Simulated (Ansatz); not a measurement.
Harmonic frequencies (cm⁻¹) at PBE0-D4/def2-TZVP from Ansatz: 75, 177, 258, 292, 435, 453, 573, 640, 783, 836, 974, 1784, 1958, 1988, 2724.

Each molecule was computed in one conformer, which needn't be the lowest.

(1) Which molecule is it?
A. `OC[TeH]`
B. `FC1=CB1[SiH3]`
C. `O=[C](S)[SbH2]`
D. `NP(S)[SeH]`

## Answers

(1) C.
